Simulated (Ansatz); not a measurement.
Stretch profile

CH₃FMgS (SMILES C[S][Mg][F]), closed shell, at its PBE0-D4/def2-TZVP minimum:

C1  (-0.518, 1.063, -0.201)
S2  (0.437, 0.356, 1.188)
Mg3  (0.928, -1.751, 0.484)
F4  (1.307, -3.373, -0.059)
H5  (-1.442, 0.514, -0.382)
H6  (-0.780, 2.081, 0.087)
H7  (0.068, 1.110, -1.118)
(Å)

The bond length Mg3–F4 (1.752 Å at the minimum) is set to the values below, the two halves moving rigidly along the bond. Each method's energies count from its own value at the PBE0-D4 minimum structure. Computed with Ansatz 0.2.0 (basis: def2-TZVPP); correlated methods freeze the cores. The outer core shell of Li, Na, Mg and K is correlated. The def2 sets are not built for correlating such inner shells, so the correlated values are less sure here. B3LYP uses VWN-RPA correlation.

CCSD(T) energies along the scan:
```tsv
bond length (Å)	CCSD(T) (eV)
1.436	1.926
1.510	0.968
1.618	0.241
1.745	0.001
1.884	0.147
2.035	0.540
2.196	1.071
2.364	1.656
2.540	2.255
```
They count from the CCSD(T) energy at the PBE0-D4 minimum.

Largest difference from the CCSD(T) curve over the scan: PBE-D4 0.306; B3LYP-D4 0.145; wB97M-V 0.046; HF 0.226 eV. Each curve counts from its own value at the minimum.

The T1 diagnostic stays at or below 0.016.

For scale, one of the runs: CCSD(T)/def2-TZVPP, 178 basis functions (an equivalent command: `ansatz run in.yaml --threads 4`). Hardware: 4 CPU threads, shared host. Wall time 51 s; peak host memory 1.8 GiB.
